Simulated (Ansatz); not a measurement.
CH4InO (`[CH3][In][OH]`) radical. Total charge 0; spin multiplicity 2. In: def2 effective core potential.

```xyz
7

C     0.413   -1.120    0.425
In   -0.541    0.213   -1.047
O    -0.574    2.112   -0.380
H     1.252   -1.633   -0.042
H    -0.321   -1.845    0.776
H     0.749   -0.478    1.240
H    -0.978    2.751   -0.971
```

(1) List the harmonic frequencies (cm⁻¹, unscaled) at PBE0-D4/def2-TZVP in Ansatz. (Estimate.)

(2) Is this a minimum?

(3) Give the ideal-gas thermochemistry at 298.15 K and 1 bar (rigid rotor, harmonic oscillator; point group Cs, symmetry number 1).

(4) Rotational constants (cm⁻¹)?

Results:

(1) Computed: 33, 114, 303, 426, 553, 644, 653, 719, 1105, 1430, 1438, 3064, 3177, 3180, 3897.

(2) Yes, all 15 modes are real.

(3) Zero-point energy 124.0 kJ/mol; H(298) − E = 141.5 kJ/mol; entropy 333.9 J/(mol·K), of which translation 171.1, rotation 103.7, vibration 53.3, electronic 5.8; G(298) − E = 42.0 kJ/mol. Modes under 100 cm⁻¹ are hindered rotations or soft bends, so the harmonic entropy is rough.

(4) 0.4342, 0.16, 0.1196.
